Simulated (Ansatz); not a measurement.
BrClFSi, SMILES `F[Si](Cl)Br` radical. Charge 0, multiplicity 2. Geometry: relaxed with PBE0-D4/def2-TZVP.

```xyz
4

F     1.161   -1.084    0.202
Si    0.307    0.252    0.323
Cl   -1.478   -0.234    1.184
Br    0.009    1.066   -1.709
```

Question: What is the dipole moment at ωB97M-V/def2-TZVPP? (An estimate is asked.)

Answer: Computed: 0.86 D, with components (0.12, 0.75, 0.40) D in this frame, pointing from negative to positive charge.

Question: And with PBE, r2SCAN, B3LYP? (An estimate is asked.)

Answer: Ansatz gave: PBE 0.68 D, r2SCAN 0.74 D, B3LYP 0.82 D.

Question: Give the Mulliken charges with ωB97M-V, PBE, r2SCAN in def2-TZVPP. (Estimate.)

Answer: Computed: 
| atom | ωB97M-V | PBE | r2SCAN |
| --- | --- | --- | --- |
| F1 | -0.25 | -0.22 | -0.27 |
| Si2 | 0.54 | 0.51 | 0.62 |
| Cl3 | -0.15 | -0.15 | -0.19 |
| Br4 | -0.14 | -0.13 | -0.16 |

B3LYP here is the variant with VWN-RPA as its local correlation; programs differ in this.
